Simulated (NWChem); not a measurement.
System: MoH5Cl; SMILES [Cl][MoH5]

Input file for NWChem:

```
start job
memory heap 200 mb stack 900 mb global 1100 mb
geometry units angstroms noautoz
  Mo    -0.103627    -0.243461    -0.785070
  Cl    -0.168467     0.385352     1.378880
  H      0.795894     1.091306    -0.958158
  H     -0.260603     0.771715    -2.066624
  H      0.749160    -1.662334    -1.036304
  H      1.229979    -0.190794    -1.742322
  H     -1.592345    -0.150396    -1.545740
end
basis spherical
  Mo library def2-svp
  Cl library def2-svp
  H library def2-svp
end
ecp
  Mo library def2-ecp
end
dft
  xc pbe0
  iterations 150
  vectors input atomic output neutral.movecs
end
task dft energy
charge 1
dft
  odft
  mult 2
  vectors input atomic output cation.movecs
end
task dft energy
```

The geometry was optimised at PBE0/def2-SVP. def2 effective core potentials on Mo; no spin-orbit coupling.

Ions are spin-unrestricted doublets at the neutral geometry; other ion states weren't tried.

### Question
What results follow from this input? (PBE0/def2-SVP with def2 effective core potentials on Mo, vertical spin-unrestricted ions.) Quantities: vertical ionisation energy, ΔSCF (eV); −ε(HOMO) (eV).

### Answer
- vertical ionisation energy, ΔSCF (eV): 10.17
- −ε(HOMO) (eV): 8.03
